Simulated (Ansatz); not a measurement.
Input for Ansatz (an electronic-structure program): R-CCSD(T)/def2-TZVPP on BiF2HTe (SMILES [F][Bi]([F])[TeH]), a point of a torsion scan. Elements past Kr take the def2 small-core potentials; no spin–orbit coupling. The run froze 20 orbitals, filled d shells among them.

Ansatz 0.2 input:
```yaml
crystal:
  periodic: [false, false, false]
  atoms:
    - {symbol: F, position_ang: [-1.22037928, 1.63313706, 0.39223319]}
    - {symbol: Bi, position_ang: [-0.72910006, 0.02226056, -0.79811183]}
    - {symbol: F, position_ang: [-1.70279417, -1.39317381, 0.36371952]}
    - {symbol: Te, position_ang: [1.58009214, -0.27827200, 0.62014506]}
    - {symbol: H, position_ang: [1.22301278, 0.98951954, 1.58197762]}
basis:
  gaussian:
    orbitals: def2-TZVPP
magnetization: {spin_polarized: false}
correlation: {method: ccsd_t, electrons: outside_noble_gas}
scf: {lower_state_search: off}
```

### Question
Predict the final total energy.

### Answer
-680.9659 hartree (reference determinant -680.1661, T1 diagnostic 0.017).

### Question
How many basis functions does it have, and what does it roughly cost on one machine?

### Answer
176 functions; about 40 core-seconds (a rough figure).
